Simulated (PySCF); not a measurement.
# SMILES C[C@H]1[Se]C[C@@H]1C=O, C$_{5}$H$_{8}$OSe

Geometry:
| atom | x (Å) | y (Å) | z (Å) |
| --- | --- | --- | --- |
| C1 | 1.828 | -0.206 | -0.776 |
| C2 | 0.350 | -0.454 | -0.622 |
| Se3 | -0.209 | -2.254 | 0.082 |
| C4 | -1.254 | -0.853 | 1.021 |
| C5 | -0.345 | 0.278 | 0.546 |
| C6 | -1.031 | 1.518 | 0.056 |
| O7 | -0.584 | 2.627 | 0.129 |
| H8 | 1.997 | 0.843 | -1.017 |
| H9 | 2.357 | -0.442 | 0.145 |
| H10 | 2.236 | -0.819 | -1.578 |
| H11 | -0.181 | -0.296 | -1.565 |
| H12 | -1.303 | -0.995 | 2.098 |
| H13 | -2.260 | -0.801 | 0.604 |
| H14 | 0.396 | 0.545 | 1.303 |
| H15 | -2.001 | 1.319 | -0.447 |

Method used: PySCF, TDDFT B3LYP/def2-SVPD circular dichroism and optical rotation, one conformer, gas phase. Geometry: GFN2-xTB.

The molecule is flexible and this is one conformer; a measurement averages over conformers. The calculation is non-relativistic, which matters for the atoms heavier than Zn. States above about 6.2 eV (minus the energy of the highest occupied orbital) lie near or above the ionisation threshold and depend on the basis.

Q: Assign R or S to each stereocentre.

A: C2 R, C5 S.

Q: Which excitations and rotatory strengths does the calculation give?

A: Rotatory strengths R in 10⁻⁴⁰ esu² cm², velocity form and length form (origin at the centre of mass); f in length form.
| state | E (eV) | λ (nm) | f | R (velocity) | R (length) | main |
| --- | --- | --- | --- | --- | --- | --- |
| 1 | 3.28 | 378 | 0.0001 | +2.5 | +1.9 | HOMO→LUMO 0.95 |
| 2 | 3.95 | 314 | 0.002 | -24.5 | -24.1 | HOMO−1→LUMO 0.87 |
| 3 | 4.59 | 270 | 0.0006 | -2.7 | -2.2 | HOMO→LUMO+1 0.93 |
| 4 | 5.31 | 234 | 0.022 | -6.7 | -6.4 | HOMO→LUMO+2 0.97 |
| 5 | 5.55 | 223 | 0.022 | +51.1 | +49.7 | HOMO−1→LUMO+1 0.53, HOMO−2→LUMO 0.31 |
| 6 | 5.73 | 217 | 0.035 | -15.5 | -15.4 | HOMO→LUMO+3 0.96 |
| 7 | 5.95 | 209 | 0.025 | -3.4 | -3.5 | HOMO−2→LUMO 0.55, HOMO−1→LUMO+1 0.33 |
| 8 | 5.98 | 207 | 0.019 | +11.9 | +12.8 | HOMO→LUMO+4 0.85 |
| 9 | 6.26 | 198 | 0.004 | -5.7 | -5.8 | HOMO−3→LUMO 0.48, HOMO→LUMO+5 0.46 |
| 10 | 6.31 | 197 | 0.004 | -0.8 | -0.9 | HOMO→LUMO+5 0.46, HOMO−3→LUMO 0.41 |
| 11 | 6.68 | 186 | 0.036 | -6.9 | -6.7 | HOMO−1→LUMO+2 0.84 |
| 12 | 6.86 | 181 | 0.002 | +2.2 | +2.0 | HOMO→LUMO+6 0.73, HOMO→LUMO+7 0.13 |

Among the states computed, the strongest CD band (largest |R|) is state 5. The largest dissymmetry factor in size, g = 4R/(D+G), with D and G the electric and magnetic dipole strengths, is +0.094 for state 1 (velocity form, f = 0.0001), among bands with |R| over 0.5. The mirror image has the same energies and oscillator strengths and all R with the opposite sign.
